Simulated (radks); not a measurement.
Neutral barium, [Xe] 6s2. Method: non-relativistic Kohn-Sham, exchange-only B88, spin-polarised, spherical densities, point nucleus; computed with a radial shooting solver on a logarithmic mesh with Libxc functionals. Every spin shell is full or empty, so the densities are truly spherical. Functionals are evaluated on that one density, not self-consistently. Rank these exchange functionals by their error against the exact value of the orbitals, and give that value: LDA, PBEsol, revPBE, SOGGA, B86b, G96, SCAN, r2SCAN, Tao-Mo.

Answer. Exact: -189.025 hartree. From best to worst, with 100 (|E| - |E exact|)/|E exact| (equal figures are ties): B86b -0.01, SCAN +0.13, r2SCAN -0.14, revPBE -0.29, G96 +0.36, Tao-Mo -0.83, PBEsol -2.18, SOGGA -2.19, LDA -4.65.
